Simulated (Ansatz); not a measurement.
Consider the ligand exchange at a Ga–O bond: `[OH][Ga]([Br])[O][SiH3]` + HBr → `[SiH3][O][Ga]([Br])[Br]` + H₂O.

Program: Ansatz. Geometries: PBE0-D4/def2-TZVP. ΔE: electronic, gas phase. CBS: MP2 limit from def2 TZ/QZ plus the TZ coupled-cluster correction, frozen cores. This one scheme is used for every species. Functionals use def2-TZVPP. B3LYP here is the variant with VWN-RPA as its local correlation; programs differ in this. HSE06 is defined as in plane-wave codes. For Br, Ga outer-core shells are correlated without core-valence functions, which leaves a few kJ/mol of doubt a bond. Scalar relativity is left out up to krypton. One conformer a species, not always the lowest.

| level | ΔE (kJ/mol) | difference from CCSD(T)/CBS |
| --- | --- | --- |
| PBE-D4 | -67.8 | 1.7 |
| BLYP-D4 | -63.1 | 6.4 |
| r2SCAN-D4 | -66.6 | 2.9 |
| B3LYP-D4 | -68.2 | 1.3 |
| r2SCAN0-D4 | -72.2 | -2.7 |
| HSE06-D4 | -74.0 | -4.5 |
| BHLYP-D4 | -74.7 | -5.2 |
| B2PLYP | -64.0 | 5.5 |
| PBE-QIDH | -71.8 | -2.3 |
| revPBE | -65.8 | 3.7 |
| PBE0 | -71.3 | -1.8 |
| B3LYP | -64.0 | 5.5 |
| LC-ωPBE | -63.0 | 6.5 |
| MP2/def2-SVP | -56.2 | 13.3 |
| CCSD(T)/def2-SVP | -54.0 | 15.5 |
| CCSD/def2-TZVPP | -64.9 | 4.6 |
| CCSD(T)/CBS | -69.5 | 0 |

Largest T1 diagnostic among the species: 0.012.

From BLYP to BHLYP (50 % exact exchange), in def2-TZVPP and without D4, ΔE moves by −10.1 kJ/mol. The D4 term adds −4.2 kJ/mol with B3LYP and −2.3 kJ/mol with PBE0; it sums over pairs of atoms, weighted by their polarisabilities, and B3LYP, whose exchange is more repulsive, gets the larger term. In def2-TZVPP, CCSD(T) changes the Hartree–Fock value by +9.7 kJ/mol (the triples alone add +0.7 kJ/mol) and MP2 by +6.7 kJ/mol.
